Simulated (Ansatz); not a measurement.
An input meant for MnHg₇Te₇Br₂ (charge 0, sextet; atoms displaced at random, 0.15 Å in each coordinate).

```yaml
crystal:
  periodic: [false, false, false]
  atoms:
    - {symbol: Br, position_ang: [3.143802, -4.181207, -0.905201]}
    - {symbol: Br, position_ang: [-0.124625, 1.221901, 3.951195]}
    - {symbol: Hg, position_ang: [-3.257516, 2.021477, -0.528899]}
    - {symbol: Hg, position_ang: [0.992889, -4.137165, -1.771144]}
    - {symbol: Hg, position_ang: [-2.409986, 0.284880, 2.330959]}
    - {symbol: Hg, position_ang: [1.372128, -0.171496, 1.921917]}
    - {symbol: Hg, position_ang: [0.641613, 1.567970, -1.422511]}
    - {symbol: Hg, position_ang: [-0.963202, 3.452912, 1.595829]}
    - {symbol: Hg, position_ang: [3.195564, -0.943799, -0.602415]}
    - {symbol: Mn, position_ang: [-0.708664, -1.219578, -1.673109]}
    - {symbol: Te, position_ang: [-2.081051, 1.209891, -2.911243]}
    - {symbol: Te, position_ang: [-3.537761, 2.770903, 2.025820]}
    - {symbol: Te, position_ang: [-1.510646, -3.696429, -2.882548]}
    - {symbol: Te, position_ang: [3.968202, -0.481206, 1.874081]}
    - {symbol: Te, position_ang: [1.117961, 3.416475, 0.360265]}
    - {symbol: Te, position_ang: [1.763434, -0.369593, -2.754250]}
    - {symbol: Te, position_ang: [-0.952028, -1.760206, 1.309713]}
basis:
  gaussian: {orbitals: def2-SVP, fitting: {mean_field: def2-universal-jkfit}, final_grid: {core_spheres: 8, valence_spheres: 7, degree: 23}}
magnetization: {spin_polarized: true, initial_magnetization: 13}
hamiltonian: {xc: {name: SVWN5}}
scf: {omitted_lower_state_checks: [starts]}
output: {forces: true}
```

```sh
$ ansatz run in.yaml --threads 2 --pin off --events-out ev --progress --plain --max-ram 32768MiB --backend cuda --devices 0, --max-vram 18GiB
```

It prints (some lines left out):

```
Functional definition: SVWN5
4051 factors; integrals over basis functions are off by at most 1.6e-1 eV
mean field evaluation 1: about -251131.0392 eV, gradient 2.1e2 eV
mean field evaluation 2: about -247648.5287 eV, gradient 4.3e2 eV
mean field evaluation 4: about -250392.1863 eV, gradient 3.7e2 eV
mean field evaluation 8: about -251319.4854 eV, gradient 5.5e0 eV
mean field evaluation 16: about -251320.5726 eV, gradient 2.3e-2 eV
mean field -251320.57271416 eV, -9235.8606960428 hartree, gradient 2.9e-6 eV, S^2 48.767723; 0 other end points of the search recorded, 0 dependent functions left out
reference -251320.57276953 eV, -9235.8606980776 hartree; 208, 195 occupied and 293, 306 virtual orbitals, 4051 factors
Total energy: -251320.57276953 eV, -9235.8606980776 hartree
Atom 0 at     3.143802    -4.181207    -0.905201 Å, force     2.491340    -0.007310     1.066132 eV/Å
Atom 1 at    -0.124625     1.221901     3.951195 Å, force     0.029135     0.258155    -0.160569 eV/Å
Atom 2 at    -3.257516     2.021477    -0.528899 Å, force    -0.238696    -0.157058    -0.896587 eV/Å
Atom 3 at     0.992889    -4.137165    -1.771144 Å, force    -2.690223     0.508374    -1.091404 eV/Å
Atom 4 at    -2.409986     0.284880     2.330959 Å, force    -0.388201    -0.490179     0.964771 eV/Å
Atom 5 at     1.372128    -0.171496     1.921917 Å, force    -1.645215     0.931029    -0.149860 eV/Å
Atom 6 at     0.641613     1.567970    -1.422511 Å, force    -0.819107     0.290144     0.011488 eV/Å
Atom 7 at    -0.963202     3.452912     1.595829 Å, force    -2.671146    -0.095777     2.092623 eV/Å
Atom 8 at     3.195564    -0.943799    -0.602415 Å, force     0.107247    -0.396160    -0.317392 eV/Å
Atom 9 at    -0.708664    -1.219578    -1.673109 Å, force     0.000678     0.039245    -0.081605 eV/Å
Atom 10 at    -2.081051     1.209891    -2.911243 Å, force     0.909356    -0.932946     0.018009 eV/Å
Atom 11 at    -3.537761     2.770903     2.025820 Å, force    -0.741272     1.430423     1.109334 eV/Å
Atom 12 at    -1.510646    -3.696429    -2.882548 Å, force     0.329640     0.472515     0.496187 eV/Å
Atom 13 at     3.968202    -0.481206     1.874081 Å, force     2.326503    -0.276770     0.898422 eV/Å
Atom 14 at     1.117961     3.416475     0.360265 Å, force     3.092697     1.008839    -0.868244 eV/Å
Atom 15 at     1.763434    -0.369593    -2.754250 Å, force    -0.211760    -1.505777    -1.437770 eV/Å
Atom 16 at    -0.952028    -1.760206     1.309713 Å, force     0.119022    -1.076745    -1.653537 eV/Å
Dipole moment:     0.105614     0.024741    -0.457264 e Å
Checks for a lower state left out: starts
```

Problem. What is wrong with this run?

Solution. The spin is set far too high (13 unpaired electrons typed, 5 in the sextet as meant). Self-consistency was reached. The result belongs to that input, not to the species as meant.
